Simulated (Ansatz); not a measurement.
Si2Ni, relaxed as a singlet with RKS r2SCAN-D4/def2-TZVP in Ansatz, starting from the GFN1-xTB geometry. Force threshold 0.02 eV/Å.

The restricted singlet is unstable: a solution with broken spin symmetry lies lower. An occupied level lies above an empty one. At r2SCAN-D4/def2-TZVP a triplet of charge 0 lies 0.78 eV below the restricted singlet, each at its own geometry. The structure comes from a short search, and lower isomers may exist.

Start:

```xyz
3

Ni   -0.964   -0.149    0.737
Si   -0.023   -0.545   -1.153
Si    0.987    0.694    0.416
```

(1) Estimate the energy that the relaxation releases and the steps that it takes.

(2) Does the start keep its bonding and symmetry?

(3) Predict the relaxed structure.

Results:

(1) 0.6 kcal/mol, in 7 steps; 13 s on 4 threads of Arm Neoverse V1 on a shared host. No frequencies were taken in this run, so the end may be a saddle point.

(2) By distances, no bond broke or formed. The bond that changes most is Si2–Si3, from 2.24 to 2.17 Å (atoms count from 1). Point group C2v at the start, C2v at the end, both within 0.05 Å.

(3) 
```xyz
3

Ni   -0.9589   -0.1482    0.7335
Si   -0.0097   -0.5259   -1.1275
Si    0.9686    0.6742    0.3940
```
Bond lengths: 2 × Ni–Si 2.12 Å; 1 × Si–Si 2.17 Å.
